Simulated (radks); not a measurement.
Values are calculated unless marked as measured or tabulated.
Removal energies from the erbium ion Er2+, [Xe] 4f12, by Delta-SCF beside the eigenvalue of the level emptied. Code: a radial shooting solver on a logarithmic mesh with Libxc functionals. Model: non-relativistic Kohn-Sham, PBE, spin-polarised, spherical densities, point nucleus. Open shells are filled with parallel spins first.

removed from	final configuration	Delta-SCF (eV)	-eigenvalue (eV)
4f	[Xe] 4f11	29.284	20.223
5p	[Kr] 4d10 4f12 5s2 5p5	45.084	38.686
5s	[Kr] 4d10 4f12 5s1 5p6	64.161	57.236
4d	[Kr] 4d9 4f12 5s2 5p6	189.81	179.64
